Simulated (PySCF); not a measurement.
## Stretching TeN

Set-up: PySCF, scalar-relativistic core potentials, basis sets Te aug-cc-pVDZ-PP with ECP28, N aug-cc-pVDZ. Energies in eV from Te + N in their ground configurations at the same level. All curves are PBE0. state 1: ²Π (doublet), unpaired electrons π ↑; state 2: ⁴Π (quartet), unpaired electrons π ↑↑↑, a second solution, started from another occupation; state 3: Ms = 0.5 determinant of mixed spin (⟨S²⟩ near 1.8), unpaired electrons π ↑↑↓, a mixture of terms (⟨Lz²⟩ = 3.0), a second solution, started from another occupation; state 4: sextet, unpaired electrons σ ↑, π ↑↑↑↑, a second solution, started from another occupation.

```json
{"R (Å)": "1.622", "state 1": "-1.079", "state 2": "1.957", "state 3": "2.4469", "state 4": "8.5813"}
{"R (Å)": "1.697", "state 1": "-1.938", "state 2": "0.587", "state 3": "1.0862", "state 4": "6.6241"}
{"R (Å)": "1.773", "state 1": "-2.380", "state 2": "-0.326", "state 3": "0.1834", "state 4": "5.1435"}
{"R (Å)": "1.829", "state 1": "-2.521", "state 2": "-0.788", "state 3": "-0.2711", "state 4": "4.2658"}
{"R (Å)": "1.886", "state 1": "-2.554", "state 2": "-1.105", "state 3": "-0.5796", "state 4": "3.5428"}
{"R (Å)": "1.943", "state 1": "-2.514", "state 2": "-1.308", "state 3": "-0.7740", "state 4": "2.9438"}
{"R (Å)": "2.018", "state 1": "-2.386", "state 2": "-1.443", "state 3": "-0.8979", "state 4": "2.2983"}
{"R (Å)": "2.112", "state 1": "-2.153", "state 2": "-1.457", "state 3": "-0.8975", "state 4": "1.6798"}
{"R (Å)": "2.225", "state 1": "-1.824", "state 2": "-1.327", "state 3": "-0.7499", "state 4": "1.1410"}
{"R (Å)": "2.376", "state 1": "-1.374", "state 2": "-1.021", "state 3": "-0.4172", "state 4": "0.6631"}
```

Problem. Put a parabola through the three lowest points of the state 1 curve and estimate Re, k and ωe (reduced mass 12.64 u; 1 eV/Å² = 0.16022 mdyn/Å; ωe = 1302.8·√(k/μ) cm⁻¹).

Solution. Through R = 1.829, 1.886, 1.943 Å the second-order coefficient is 11.2 eV/Å², so Re ≈ 1.883 Å, k ≈ 3.60 mdyn/Å and ωe ≈ 695 cm⁻¹. A polynomial fit of higher order to the unrounded PBE0 energies gives Re = 1.879 Å, k = 3.81 mdyn/Å, ωe = 716 cm⁻¹; anharmonicity and rounding make the difference.

The higher-order fit for each curve: state 1: Re = 1.879 Å, ωe = 716 cm⁻¹, De = 2.55 eV; state 2: Re = 2.073 Å, ωe = 574 cm⁻¹, minimum 1.47 eV below the ground-state fragments; state 3: Re = 2.063 Å, ωe = 588 cm⁻¹, minimum 0.92 eV below the ground-state fragments. State 4 gave no clean fit.

⟨S²⟩ is raised (TeN 0.95), so spin contamination touches these numbers. ⟨S²⟩ of the unrestricted solution departs from its pure value on part of the curve, where spin states mix. Spin–orbit coupling is left out, which matters for elements this heavy, above all for dissociation energies. The state was picked by a PBE0 search and need not be the measured ground state.
